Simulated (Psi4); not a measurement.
sulfur dioxide (O2S), singlet, at a GFN2-xTB geometry; Psi4 with CEPA(1)/6-31G**.

Psi4 was given this input:
```
memory 2 GB

molecule mol {
0 1
S     0.013936   -0.004006    0.377829
O    -0.033217    1.222429   -0.364198
O     0.005345   -1.214416   -0.391460
}

set {
  basis 6-31g**
  reference rhf
}

energy('cepa(1)')
print_variables()
```

### Question
Write the output that Psi4 gives for this input, abridged.

### Answer

```
   => Loading Basis Set <=

    Name: 6-31G**
    Role: ORBITAL
    Keyword: BASIS

         ---------------------------------------------------------
                                   SCF
               by Justin Turney, Rob Parrish, Andy Simmonett
                          and Daniel G. A. Smith
                              RHF Reference
         ---------------------------------------------------------

  ==> Geometry <==

    Molecular point group: cs
    Full point group: Cs

    Geometry (in Angstrom), charge = 0, multiplicity = 1:

       Center              X                  Y                   Z               Mass
    ------------   -----------------  -----------------  -----------------  -----------------
         S           -0.378190887531    -0.004007889668     0.000000000000    31.972071174400
         O            0.365066496922     1.222588516579     0.000000000000    15.994914619570
         O            0.390895398546    -1.214577186929     0.000000000000    15.994914619570

  Running in cs symmetry.

  Rotational constants: A =      1.84351  B =      0.35483  C =      0.29756 [cm^-1]
  Rotational constants: A =  55267.02644  B =  10637.66666  C =   8920.64248 [MHz]
  Nuclear repulsion =  108.350867505669299

  Charge       = 0
  Multiplicity = 1
  Electrons    = 32
  Nalpha       = 16
  Nbeta        = 16

  ==> Algorithm <==

  SCF Algorithm Type is PK.
  DIIS enabled.
  MOM disabled.
  Fractional occupation disabled.
  Guess Type is SAD.
  Energy threshold   = 1.00e-08
  Density threshold  = 1.00e-08
  Integral threshold = 1.00e-12

  ==> Primary Basis <==

  Basis Set: 6-31G**
    Blend: 6-31G**
    Number of shells: 20
    Number of basis functions: 49
    Number of Cartesian functions: 49
    Spherical Harmonics?: false
    Max angular momentum: 2

  ==> Integral Setup <==

  Using in-core PK algorithm.
   Calculation information:
      Number of atoms:                   3
      Number of AO shells:              20
      Number of primitives:             57
      Number of atomic orbitals:        49
      Number of basis functions:        49

      Integral cutoff                 1.00e-12
      Number of threads:                 1

  Performing in-core PK
  Using 1501850 doubles for integral storage.
  We computed 21476 shell quartets total.
  Whereas there are 22155 unique shell quartets.

  ==> DiskJK: Disk-Based J/K Matrices <==

    J tasked:                  Yes
    K tasked:                  Yes
    wK tasked:                  No
    Schwarz Cutoff:          1E-12

  Minimum eigenvalue in the overlap matrix is 1.1869647677E-02.
  Reciprocal condition number of the overlap matrix is 2.2077971761E-03.
    Using symmetric orthogonalization.

  ==> Pre-Iterations <==

  SCF Guess: Superposition of Atomic Densities via on-the-fly atomic UHF (no occupation information).

   -------------------------
    Irrep   Nso     Nmo
   -------------------------
     A'        36      36
     A"        13      13
   -------------------------
    Total      49      49
   -------------------------

  ==> Iterations <==

                        Total Energy        Delta E     RMS |[F,P]|

   @RHF iter SAD:  -546.88889070695791   -5.46889e+02   0.00000e+00
   @RHF iter   1:  -547.03945998895472   -1.50569e-01   1.43806e-02 ADIIS/DIIS
   @RHF iter   2:  -547.10161812301226   -6.21581e-02   1.10199e-02 ADIIS/DIIS
   @RHF iter   3:  -547.16673172138758   -6.51136e-02   8.96621e-04 ADIIS/DIIS
   @RHF iter   4:  -547.16740317130677   -6.71450e-04   1.82070e-04 ADIIS/DIIS
   @RHF iter   5:  -547.16744942893547   -4.62576e-05   5.18703e-05 DIIS
   @RHF iter   6:  -547.16745576903418   -6.34010e-06   1.85353e-05 DIIS
   @RHF iter   7:  -547.16745672973718   -9.60703e-07   3.43544e-06 DIIS
   @RHF iter   8:  -547.16745675224479   -2.25076e-08   5.23747e-07 DIIS
   @RHF iter   9:  -547.16745675269908   -4.54293e-10   1.50897e-07 DIIS
   @RHF iter  10:  -547.16745675274524   -4.61569e-11   5.06861e-08 DIIS
[...]
  @RHF Final Energy:  -547.16745675275058
    Total Energy =                       -547.1674567527505815
[...]
        *                   Eugene DePrince                   *
        *                                                     *
        *******************************************************

  ==> Input parameters <==

        Freeze core orbitals?                  no
        Use frozen natural orbitals?           no
        r_convergence:                  1.000e-07
        e_convergence:                  1.000e-06
        Number of DIIS vectors:                 8
        Number of frozen core orbitals:         0
        Number of active occupied orbitals:    16
        Number of active virtual orbitals:     33
        Number of frozen virtual orbitals:      0

  ==> Memory <==

        minimum memory requirements for QCISD =         6.41 mb
        (T) algorithm:                                  5.45 mb (low-memory)
        memory requirements for QCISD(T) =              5.45 mb

  ==> Define tiling <==

        v(ab,cd) diagrams will be evaluated in   1 blocks.
        v(ab,ci) diagrams will be evaluated in   1 blocks over ov2.
        v(ab,ci) diagrams will be evaluated in   1 blocks over ov.

  Allocate cpu memory (    10.80 mb).....done.
  Initialize cpu memory..................done.

  Begin CEPA(1) iterations

   Iter  DIIS          Energy       d(Energy)          |d(T)|     time
      0   0 1   -0.5277312344   -0.5277312344    0.3545622301        0
      1   1 1   -0.4996264342    0.0281048002    0.0961720164        0
      2   2 1   -0.5204314733   -0.0208050390    0.0457460442        0
      3   3 1   -0.5301320631   -0.0097005898    0.0204716579        0
      4   4 1   -0.5300975846    0.0000344785    0.0076008561        0
      5   5 1   -0.5306449833   -0.0005473987    0.0039760191        0
      6   6 1   -0.5306581784   -0.0000131952    0.0011722205        1
      7   7 1   -0.5306161766    0.0000420018    0.0003970423        0
      8   8 1   -0.5306152319    0.0000009447    0.0001624369        0
      9   8 2   -0.5306181264   -0.0000028945    0.0000677429        0
     10   8 3   -0.5306184489   -0.0000003225    0.0000313144        0
     11   8 4   -0.5306187435   -0.0000002946    0.0000103908        0
     12   8 5   -0.5306192970   -0.0000005535    0.0000043512        0
     13   8 6   -0.5306192714    0.0000000256    0.0000017280        0
     14   8 7   -0.5306193824   -0.0000001110    0.0000007281        1
     15   8 8   -0.5306193835   -0.0000000011    0.0000004098        0
     16   8 1   -0.5306193897   -0.0000000062    0.0000001914        0
     17   8 2   -0.5306193935   -0.0000000038    0.0000000999        0

  CEPA(1) iterations converged!

        OS SCS-MP2 correlation energy:          -0.454225760933
        SS SCS-MP2 correlation energy:          -0.049736588986
        SCS-MP2 correlation energy:             -0.503962349919
      * SCS-MP2 total energy:                 -547.671419102669

        OS MP2 correlation energy:              -0.378521467444
        SS MP2 correlation energy:              -0.149209766959
        MP2 correlation energy:                 -0.527731234402
      * MP2 total energy:                     -547.695187987153

        OS CEPA(1) correlation energy:          -0.404654822212
        SS CEPA(1) correlation energy:          -0.125964571287
        CEPA(1) correlation energy:             -0.530619393499
      * CEPA(1) total energy:                 -547.698076146249

  Total time for CEPA(1) iterations:       1.01 s (user)
                                        0.52 s (system)
                                           2 s (total)

  Time per iteration:                   0.06 s (user)
                                        0.03 s (system)
                                        0.12 s (total)

  Variable Map:
  ----------------------------------------------------------------------------
[...]
  Array Variable Map:
  ----------------------------------------------------------------------------
[...]
[...]
```
